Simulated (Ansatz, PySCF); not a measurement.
C₃H₉O₃Si, SMILES O(C)[Si](OC)OC, multiplicity 2. Atoms are numbered in the order given.

```xyz
16

C     -0.6447     2.5733    -0.3123
O      0.2680     1.5206    -0.1543
Si    -0.0666     0.0144     0.4528
O      1.2036    -0.9758     0.0586
C      2.5638    -0.7007     0.2592
O     -1.4075    -0.5556    -0.3384
C     -1.8595    -1.8828    -0.3556
H     -1.5532     2.2486    -0.8474
H     -0.9492     3.0027     0.6589
H     -0.1616     3.3698    -0.8981
H      2.8364    -0.7325     1.3293
H      3.1561    -1.4664    -0.2641
H      2.8429     0.2894    -0.1399
H     -2.6611    -1.9694    -1.1045
H     -1.0524    -2.5851    -0.6255
H     -2.2730    -2.1891     0.6220
```
Charge 0, spin multiplicity 2.

Geometry: PBE0-D3(BJ)/def2-SVP. The isomer is the one that the SMILES or the coordinates give; other isomers of the formula were not compared. One conformer was computed; it need not be the lowest.

Two levels are set side by side: PBE-D3(BJ)/def2-SVP (Ansatz, a quantum-chemistry and plane-wave program) and PBE0-D3(BJ)/def2-SVP (Ansatz). Each level has its own optimised geometry; the coordinates shown are those of the second. Frequencies come from the Hessian of PySCF at each geometry. Differences are taken from unrounded values.

```tsv
quantity	PBE0-D3(BJ)
mean bond length (Å)	1.274
bond C1–O2 (Å)	1.402
bond O2–Si3 (Å)	1.658
bond Si3–O4 (Å)	1.658
bond Si3–O6 (Å)	1.658
bond O4–C5 (Å)	1.402
bond O6–C7 (Å)	1.402
bond C1–H8 (Å)	1.103
bond C1–H9 (Å)	1.105
bond C1–H10 (Å)	1.100
bond C5–H11 (Å)	1.105
bond C5–H12 (Å)	1.100
bond C5–H13 (Å)	1.103
bond C7–H14 (Å)	1.100
bond C7–H15 (Å)	1.103
bond C7–H16 (Å)	1.105
highest harmonic wavenumber (cm⁻¹)	3144
mean harmonic wavenumber (cm⁻¹)	1335
zero-point energy (kcal/mol)	80.15
```

Task: What does PBE-D3(BJ) give, and how far is it from PBE0-D3(BJ)? (An estimate is asked for; the answer gives what the named calculation found.)

Result: 
```
quantity                            PBE-D3(BJ)  PBE-D3(BJ) minus PBE0-D3(BJ)
----------------------------------  ----------  ----------------------------
mean bond length (Å)                     1.286                         0.013
bond C1–O2 (Å)                           1.416                         0.014
bond O2–Si3 (Å)                          1.680                         0.022
bond Si3–O4 (Å)                          1.680                         0.022
bond Si3–O6 (Å)                          1.680                         0.022
bond O4–C5 (Å)                           1.416                         0.014
bond O6–C7 (Å)                           1.416                         0.014
bond C1–H8 (Å)                           1.112                         0.009
bond C1–H9 (Å)                           1.114                         0.009
bond C1–H10 (Å)                          1.109                         0.009
bond C5–H11 (Å)                          1.114                         0.009
bond C5–H12 (Å)                          1.109                         0.009
bond C5–H13 (Å)                          1.112                         0.009
bond C7–H14 (Å)                          1.109                         0.009
bond C7–H15 (Å)                          1.112                         0.009
bond C7–H16 (Å)                          1.114                         0.009
highest harmonic wavenumber (cm⁻¹)        3043                          -101
mean harmonic wavenumber (cm⁻¹)           1286                           -49
zero-point energy (kcal/mol)             77.19                         -2.96
```

GGA bonds tend to be longer and softer than those of functionals with exact exchange. Differences between two approximate levels are no errors against the true value.
